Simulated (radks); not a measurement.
Problem. These are the eigenvalues of the occupied orbitals of an atom or ion with whole-number occupations (eV). Calculated with a radial shooting solver on a logarithmic mesh with Libxc functionals: scalar-relativistic Kohn-Sham, HCTH/407, spin-polarised, spherical densities, finite nucleus; Fermi nuclear charge, rms radius of each element as measured or else 0.836 A^(1/3) + 0.57 fm.

| orbital | eigenvalue |
|---|---|
| 1s | -24157.02 |
| 2s | -3532.147 |
| 2p | -3169.067 |
| 3s | -637.7253 |
| 3p | -518.1228 |
| 3d | -327.9375 |
| 4s | -85.6456 |
| 4p | -51.5617 |
| 4d | -4.2308 |

Which element is it, and in what charge state? The configuration may be excited. Open shells, if any, are filled with parallel spins first.

Solution. Z = 46, palladium, charge 0: Pd in [Kr] 4d10. The list shows which subshells hold electrons but not how many an open one holds; the 1s level, -887.75 hartree, gives Z - s = 42.1 by -(Z - s)^2/2, which with screening and relativity narrows Z to a few neighbours, and the depths of the outer levels then fix element, charge and occupations together.
